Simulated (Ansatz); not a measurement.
Geometry optimisation, UKS PBE/STO-3G in Ansatz.

input.yaml

```yaml
crystal:
  periodic: [false, false, false]
  atoms:
    - { symbol: C, position_ang: [-1.9604, -1.6415, -1.1447] }
    - { symbol: C, position_ang: [-0.9094, -1.132, -0.2124] }
    - { symbol: C, position_ang: [-0.432, 0.265, -0.6163] }
    - { symbol: B, position_ang: [0.866, 0.7552, 0.3504] }
    - { symbol: C, position_ang: [0.5129, 1.0173, 1.8788] }
    - { symbol: C, position_ang: [2.2494, 1.0159, -0.2368] }
    - { symbol: H, position_ang: [-2.8422, -0.8921, -1.1187] }
    - { symbol: H, position_ang: [-2.3218, -2.5867, -0.8551] }
    - { symbol: H, position_ang: [-1.6216, -1.6407, -2.1553] }
    - { symbol: H, position_ang: [-0.0661, -1.8592, -0.2265] }
    - { symbol: H, position_ang: [-1.3218, -1.1095, 0.8444] }
    - { symbol: H, position_ang: [-0.0206, 0.2522, -1.6367] }
    - { symbol: H, position_ang: [-1.2761, 1.0276, -0.5476] }
    - { symbol: H, position_ang: [0.1649, 0.0991, 2.4133] }
    - { symbol: H, position_ang: [-0.2913, 1.7707, 1.9978] }
    - { symbol: H, position_ang: [1.4371, 1.4339, 2.41] }
    - { symbol: H, position_ang: [2.5403, 2.0912, -0.0818] }
    - { symbol: H, position_ang: [2.2693, 0.7892, -1.3056] }
    - { symbol: H, position_ang: [2.9815, 0.3403, 0.2992] }
magnetization:
  spin_polarized: true
basis:
  gaussian: { orbitals: STO-3G }
hamiltonian:
  xc: pbe
relax:
  f_tol: 0.02
  max_steps: 50
```

Run as:

```bash
$ ansatz run input.yaml --threads 1 --pin off --max-ram 2048MiB --backend cpu --events-out ev --progress --plain --runs-dir out
```

Task: Where does it end, and by what steps?

Result: It converged. The force dipped under the threshold on the way, but the program's further checks kept it going. Limits of this set-up: minimal basis. After 20 steps the energy has fallen by 0.634 eV; H18 moved furthest, 0.90 Å.

| step | energy less start (eV) | largest force component (eV/Å) | accepted |
| --- | --- | --- | --- |
| 0 | 0.0000 | 3.935 | yes |
| 1 | -0.5238 | 1.146 | yes |
| 2 | -0.6036 | 0.301 | yes |
| 3 | -0.6102 | 0.093 | yes |
| 4 | -0.6113 | 0.023 | yes |
| 5 | -0.6122 | 0.065 | yes |
| 6 | -0.6124 | 0.163 | yes |
| 7 | -0.6146 | 0.098 | yes |
| 8 | -0.6187 | 0.018 | yes |
| 9 | -0.6170 | 0.464 | no |
| 10 | -0.6218 | 0.064 | yes |
| 11 | -0.6225 | 0.234 | yes |
| 12 | -0.6220 | 0.403 | no |
| 13 | -0.6267 | 0.044 | yes |
| 14 | -0.6288 | 0.062 | yes |
| 15 | -0.6302 | 0.175 | yes |
| 16 | -0.6314 | 0.106 | yes |
| 17 | -0.6327 | 0.037 | yes |
| 18 | -0.6334 | 0.060 | yes |
| 19 | -0.6334 | 0.070 | yes |
| 20 | -0.6337 | 0.020 | yes |

```xyz
19
Properties=species:S:1:pos:R:3
C -1.966 -1.590 -1.246
C -0.778 -1.129 -0.352
C -0.497 0.416 -0.489
B 0.741 0.810 0.428
C 0.513 1.254 1.930
C 2.209 0.706 -0.152
H -2.894 -1.056 -0.968
H -2.142 -2.677 -1.129
H -1.755 -1.384 -2.312
H 0.131 -1.700 -0.633
H -1.005 -1.374 0.707
H -0.298 0.624 -1.560
H -1.422 0.955 -0.206
H 0.492 0.333 2.554
H -0.451 1.767 2.099
H 1.329 1.881 2.332
H 2.463 1.691 -0.601
H 2.312 -0.040 -0.962
H 2.977 0.509 0.619
```

Time of the run: 120 s on 1 thread of Arm Neoverse V1, on a shared host, peak memory 0.15 GiB.
